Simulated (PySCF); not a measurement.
A PySCF script (with the pyscf-properties extension) for the NMR shieldings of `c1ccc(C#C)c(SC)c1`, C$_{9}$H$_{8}$S, on a GFN2-xTB geometry:

```python
import basis_set_exchange as bse
import numpy as np
from pyscf import gto, dft
from pyscf.prop import nmr

atoms = """
C     0.010835    3.034042   -0.056266
C    -0.272587    1.867250   -0.035741
C    -0.623964    0.496970   -0.023038
C    -1.815508    0.102670    0.586779
C    -2.206096   -1.222128    0.574946
C    -1.414500   -2.173864   -0.049021
C    -0.223636   -1.798072   -0.644859
C     0.183239   -0.473656   -0.625904
S     1.725615   -0.051275   -1.418192
C     2.667429    0.557798    0.016656
H     0.263993    4.051962   -0.076890
H    -2.431765    0.854520    1.058169
H    -3.132676   -1.512924    1.047199
H    -1.720994   -3.208979   -0.066743
H     0.404780   -2.528821   -1.130784
H     3.667167    0.769370   -0.347459
H     2.207105    1.460556    0.404989
H     2.702803   -0.219101    0.774503
"""
names = dict.fromkeys(["C", "S", "H"], "pcSseg-1")
basis = {el: gto.basis.parse(bse.get_basis(n, elements=[el], fmt="nwchem")) for el, n in names.items()}
mol = gto.M(atom=atoms, basis=basis, charge=0, verbose=0)
mf = dft.RKS(mol, xc="PBE0")
mf.grids.level = 2
mf.grids.alignment = dft.numint.BLKSIZE   # the property module wants whole blocks of grid points
mf.conv_tol = 1e-9
mf.kernel()

calc = nmr.RKS(mf)   # GIAO
C = mf.mo_coeff
Co = C[:, mf.mo_occ > 0]
resp = mf.gen_response(singlet=True, hermi=2)
def vind(x):   # induced exchange potential for any number of trial vectors
    d = np.einsum("pi,xij,qj->xpq", C, 2 * x.reshape(-1, C.shape[1], Co.shape[1]), Co, optimize=True)
    return np.einsum("xpq,pi,qj->xij", resp(d - d.transpose(0, 2, 1)), C, Co, optimize=True).ravel()
mo1, _ = nmr.rhf.solve_mo1(calc, with_cphf=vind)
sigma = calc.kernel(mo1)
for i, s in enumerate(sigma):   # ppm
    w = np.linalg.eigvalsh((s + s.T) / 2)
    print("%2d %-2s iso %8.1f  s11 %8.1f  s22 %8.1f  s33 %8.1f" % (i, mol.atom_pure_symbol(i), w.mean(), *w))
```

Q: What does it print?

A: 
```
 0 C  iso     93.0  s11     34.3  s22     47.8  s33    196.9
 1 C  iso     99.4  s11     -6.2  s22      6.6  s33    297.8
 2 C  iso     56.4  s11    -40.6  s22     49.0  s33    160.8
 3 C  iso     45.6  s11    -63.2  s22     34.7  s33    165.4
 4 C  iso     53.9  s11    -55.5  s22     38.0  s33    179.2
 5 C  iso     52.7  s11    -53.9  s22     36.5  s33    175.4
 6 C  iso     46.4  s11    -57.5  s22     40.6  s33    156.1
 7 C  iso     36.4  s11    -54.0  s22      8.0  s33    155.2
 8 S  iso    487.3  s11    335.2  s22    393.3  s33    733.5
 9 C  iso    164.0  s11    143.6  s22    161.8  s33    186.6
10 H  iso     28.5  s11     24.1  s22     25.3  s33     36.3
11 H  iso     23.8  s11     19.9  s22     22.9  s33     28.6
12 H  iso     24.2  s11     20.9  s22     24.9  s33     26.8
13 H  iso     24.2  s11     20.8  s22     24.9  s33     26.9
14 H  iso     23.7  s11     19.3  s22     22.7  s33     29.0
15 H  iso     29.8  s11     25.1  s22     26.4  s33     38.1
16 H  iso     28.0  s11     20.8  s22     29.5  s33     33.8
17 H  iso     29.7  s11     24.8  s22     27.9  s33     36.4
```

These numbers come from an equivalent density-fitted implementation of the same equations, which agrees with the script to about 0.01 ppm for H and up to a few tenths of a ppm for heavy atoms, so last digits may differ.

Size and cost of the density-fitted run: 217 basis functions, 40 s wall time on 1 thread of an Arm Neoverse V1, shared host.
